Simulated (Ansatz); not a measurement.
A run of Ansatz (development build ahead of 0.2.0) on singlet Be at this shape:

A single Be atom.

Its results:

* Converged: yes
* Total energy: -14.55373 hartree
* Spin squared of the determinant: 0.000

Q: Which input gives this output? Name the method, the orbitals and the basis set, and write the input.

A: RHF in def2-SVPD. An unrestricted run that stays on the closed shell gives the same numbers.

```yaml
crystal:
  periodic: [false, false, false]
  atoms:
    - { symbol: Be, position_ang: [0.0, 0.0, 0.0] }
basis:
  gaussian: { orbitals: def2-SVPD }
hamiltonian:
  xc: hf
```
